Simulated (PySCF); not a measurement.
Heteronuclear NMR

Mapped SMILES: `[H]/[N:2]=[CH:3]\[C@@:4]12[CH2:5][CH2:6][C@@H:7]([CH2:8][C@H:9]1[F:10])[CH2:11]2` (H(Xn): hydrogen on atom n). Ha(C8) is cis to C6 on the ring; Ha(C5), Ha(C6), Ha(C11) are cis to C8 on the ring; Hb(C8) is trans to C6 on the ring; Hb(C5), Hb(C6), Hb(C11) are trans to C8 on the ring.

- coordinates at the GFN2-xTB level
- σ from GIAO-PBE0/pcSseg-1
- run in PySCF 2.14
- a single conformation, no solvent model, relativity neglected

(1) Predict the 19F NMR data.

(2) What are the 15N shifts?

## Answers

(1) 
```csv
atoms,environment,σ (ppm),δ (ppm)
F10,fluorine on an sp3 carbon,388.2,-189.7
```

Shieldings were converted by a linear fit to measured shifts: 19F (scatter 6.0 ppm rms, 7.0 ppm with the 5 outliers that the fit left out vs CFCl3, solution or neat liquid, with a term for F on sp3 carbon). Occasional misses reach two or three times the rms, and more in compound classes unlike the fitted ones.

On a 600 MHz spectrometer 19F resonates near 564.6 MHz, so 1 ppm is 564.6 Hz.

(2) 
| atoms | environment | σ (ppm) | δ (ppm) |
| --- | --- | --- | --- |
| N2 | imine nitrogen | -93.1 | -62.3 |

Shieldings were converted by a linear fit to measured shifts: 15N: δ = -148.07 − 0.921σ (rms 6.3 ppm, 71 shifts vs CH3NO2, solution or neat liquid). A few per cent of atoms miss by over 2 rms, more outside the fitted compound classes.

On a 500 MHz spectrometer 15N resonates near 50.7 MHz, so 1 ppm is 50.7 Hz.
